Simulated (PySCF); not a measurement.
ZrOF2, SMILES [O]=[Zr]([F])[F], multiplicity 1. Atoms are numbered in the order given.

```xyz
4

Zr    -0.1707     0.0332     0.0000
O      0.2907     1.7204     0.0000
F      0.2501    -0.8385     1.6883
F      0.2501    -0.8385    -1.6883
```
Charge 0, spin multiplicity 1.

Coordinates come from a B3LYP-D3(BJ)/def2-TZVP optimisation. The spin state was assumed, not searched. The def2 effective core potentials stand for the cores of Zr; spin–orbit coupling is left out.

The numbers are results of PBE/def2-TZVPD (PySCF), not measurements.

Symmetry labels are those of the subgroup Cs that the program uses (full group Cs).

Problem. List the valence orbital energies around the gap with their symmetry. (The exact figures need the calculation; the answer reports its results.)

Solution. 
```csv
orbital,symmetry,energy (eV)
HOMO−7,A",-10.36
HOMO−6,A",-9.96
HOMO−5,A',-9.81
HOMO−4,A',-9.72
HOMO−3,A",-9.40
HOMO−2,A',-7.87
HOMO−1,A',-7.45
HOMO,A",-7.33
LUMO,A',-3.98
LUMO+1,A",-2.51
LUMO+2,A',-1.77
LUMO+3,A',-0.64
```
